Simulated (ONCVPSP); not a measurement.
**Ranking ONCV potentials for dysprosium**

All share these settings but for the change named:

```
Element                 : Dy
Generator               : ONCVPSP 4.0.1
Type                    : optimised norm-conserving Vanderbilt (ONCV)
Functional              : PBE
Relativity              : scalar-relativistic
Frozen core             : [Kr] 4d10 4f9
Valence charge          : 11
Reference configuration : 5s2 5p6 5d1 6s1.75 (charge +0.25)
Partial waves           : 5s+6s: rc 2.30 bohr, ncon 4, nbas 9, qcut 6 1/bohr, 2 projectors; 5p: rc 2.10 bohr, ncon 4, nbas 7, qcut 6.5 1/bohr, 2 projectors, debl 3.5 Ha; 5d: rc 3.15 bohr, ncon 4, nbas 8, qcut 3.9 1/bohr, 2 projectors, debl 3.5 Ha
Local potential         : polynomial inside 1.75 bohr (lpopt 4, dvloc0 1 Ha)
Core correction         : Teter function, fcfact 3.75, rcfact 1.15
```

Test errors are all-electron minus pseudo excitation energies from the reference, over 5s2 5p6 5d1 6s2; 5s2 5p6 5d1 6s1; 5s2 5p6 5d1 6s0; 5s2 5p6 5d1 6s1.5. None of these files shows a bound ghost.

The base gives 8.5 meV.

Of 7 variants that were run, those that failed, showed a ghost or another fault, or gave nearly equal values are left out.

A variant can come out equal or close to the base, since the largest error may sit in a test that the change hardly touches while other tests move.

Q: Rank these variants by their largest absolute test error, smallest first.
A. s: rc 2.28
B. s: rc 1.72; local potential polynomial inside 1.72 bohr (lpopt 4, dvloc0 1 Ha)
C. s: rc 3.36
D. s: rc 1.98
E. s: rc 2.74

A: C (6.3 meV), E (7.3 meV), A (8.6 meV), D (10.1 meV), B (11.5 meV).
